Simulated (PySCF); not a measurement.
# A search over the determinants of BSe

Unrestricted PBE0; B jorge-DZP-DKH, Se jorge-DZP-DKH; spin-free X2C with a Gaussian nucleus (PySCF 2.14). Outer shells of the fragments: B 2s2 2p1; Se 3d10 4s2 4p4.

Followed along the bond (rough minima from three points):

| 2Ms+1 | unpaired | ⟨S²⟩ at the start | R at minimum (Å) | Te (eV) |
| --- | --- | --- | --- | --- |
| 2 | σ ↑ | 0.77 | 1.73 | 0.00 |
| 2 | π ↑ | 0.75 | 1.98 | 1.77 |
| 4 | σ ↑, π ↑↑ | 3.75 | 1.94 | 3.27 |

Solutions found at the starting distance of 1.930 Å, counted from the lowest of them; the search is not exhaustive and high or unbound solutions are not listed, so other states can lie among these:

| 2Ms+1 | unpaired | term | E (eV) | ⟨S²⟩ | ⟨Lz²⟩ | μ (D) |
| --- | --- | --- | --- | --- | --- | --- |
| 2 | σ ↑ | ²Σ⁺ | 0.00 | 0.77 | 0.00 | -0.94 |
| 2 | π ↑ | ²Π | 1.29 | 0.75 | 1.00 | 1.88 |
| 4 | σ ↑, π ↑↑ | mixed | 2.77 | 3.75 | 2.00 | 0.80 |
| 4 | σ ↑, π ↑↑ | mixed | 3.15 | 3.75 | 2.00 | 0.53 |
| 2 | σ ↑, π ↑↓ | mixed | 3.33 | 1.75 | 2.00 | 0.37 |
| 4 | π ↑↑↑ | ⁴Π | 5.85 | 3.76 | 1.00 | 5.59 |
| 4 | σ ↑↑, π ↑ | ⁴Π | 6.17 | 3.79 | 1.00 | 0.55 |
| 4 | σ ↑↑, π ↑ | ⁴Π | 7.73 | 3.75 | 1.01 | 0.66 |

A term symbol is given only where ⟨S²⟩ and ⟨Lz²⟩ are close to those of a pure state; real π, δ and φ orbitals otherwise mix terms. A positive dipole means B(−)Se(+).

Question: Compare the gap between the two lowest followed solutions at the starting distance with the gap between their minima.

Answer: At PBE0 the second solution (doublet, unpaired electrons π ↑) lies +1.29 eV from the first (doublet, unpaired electrons σ ↑) at 1.930 Å and +1.77 eV at the minima; the two curves relax by different amounts, since their minima lie near 1.98 and 1.73 Å.

Spin–orbit coupling is left out. Counting both spins, an empty level lies below a filled one in some of these solutions, because spin and occupation are held.
